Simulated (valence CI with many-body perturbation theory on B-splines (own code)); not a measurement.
Ni¹²⁺: one-electron terms

Computed by relativistic CI+MBPT: six valence electrons over a frozen Dirac-Fock core [Ne], radial functions for each j: 9 s, 9 p, 8 d, 6 f, 3 g, 1 h, with the one-electron correlation potential Σ1 (screened to all orders), the two-electron term Σ2, the three-electron term Σ3, Breit, model QED; selected single and double excitations, second order for the rest, scaled by the run's own slope (own B-spline code, finite nucleus).

No measured spectrum was set against this ion. As an estimate, levels of excited configurations hold to 0.05 to 0.15 % of their energy, terms of the ground configuration to about 0.5 %. Among the levels kept, up to 1500 cm⁻¹ of a level comes from second order outside the variational space, and about a tenth of that is noise between levels of different J, which matters for small intervals.

These are the spectroscopic orbitals of the CI (the correlating ones are not listed), shaped by the core and the other valence electrons. h is the expectation value of the core's Dirac-Fock operator, without the valence repulsion; Σ1 is computed up to l = 3 at one energy for each symmetry, that of its lowest orbital but kept below the first core excitation, so for empty shells it is not the orbital's own correlation shift; Breit and QED include the response of the core.

```
Orbital  h (hartree)  Σ1 (cm⁻¹)  Breit (cm⁻¹)  QED (cm⁻¹)  ⟨r⟩ (bohr)
  3s1/2      -22.182      -4941          1092         726      0.6540
  4s1/2      -11.577      -1370           359         243       1.315
  5s1/2      -7.0733       -572           158         107       2.220
  6s1/2      -4.7712       -298          84.3        57.5       3.348
  3p1/2      -20.723      -5630          1688       -59.6      0.6516
  4p1/2      -10.962      -1583           566       -19.5       1.351
  5p1/2      -6.7693       -682           258        -8.8       2.287
  6p1/2      -4.5992       -361           140        -4.8       3.448
  3p3/2      -20.579      -5490          1043        -2.3      0.6571
  4p3/2      -10.906      -1555           346        -0.4       1.359
  5p3/2      -6.7422       -672           159        -0.1       2.297
  6p3/2       -4.584       -357          86.5        -0.1       3.460
  3d3/2      -18.599      -6225           573       -32.4      0.6132
  4d3/2      -10.094      -1551           189       -10.4       1.385
  5d3/2      -6.3529       -683          90.3        -4.9       2.369
  3d5/2      -18.575      -6134           222       -19.2      0.6146
  4d5/2      -10.084      -1528          72.7        -5.9       1.387
  5d5/2      -6.3479       -672          35.0        -2.8       2.371
  4f5/2      -9.6312       -672           5.0        -1.3       1.298
  5f5/2      -6.1279       -362           3.7        -0.7       2.320
  4f7/2       -9.628       -669          -0.3         0.2       1.299
  5f7/2      -6.1261       -360          -0.2         0.0       2.320
  5g7/2      -6.0034                      0.0        -0.2       2.101
  5g9/2      -6.0026                      0.0         0.1       2.101
```

Among the shells of the start configuration 3s2 3p4, Σ1 is largest in size for 3p1/2, where it is 0.12 % of h.

Lowest root of each symmetry, sizes in configuration state functions:

| J | Parity | Roots | Reference | Variational | Second order | Change by selected CI (cm⁻¹) | Change by second order (cm⁻¹) |
| --- | --- | --- | --- | --- | --- | --- | --- |
| 0 | even | 3 | 19 | 56209 | 721555 | -22445 | -49 |
| 1 | even | 2 | 32 | 55069 | 2847445 | -22291 | -226 |
| 2 | even | 3 | 47 | 53740 | 3960152 | -22299 | -287 |
| 0 | odd | 5 | 26 | 60009 | 1302559 | -20711 | -68 |
| 1 | odd | 10 | 69 | 59748 | 4545560 | -20422 | -405 |
| 2 | odd | 10 | 85 | 58448 | 6554056 | -19653 | -1005 |
| 3 | odd | 9 | 75 | 57083 | 7535313 | -23754 | -1161 |
| 4 | odd | 5 | 51 | 54081 | 7220335 | -23918 | -1036 |
| 5 | odd | 1 | 27 | 60468 | 4395561 | -32101 | -640 |
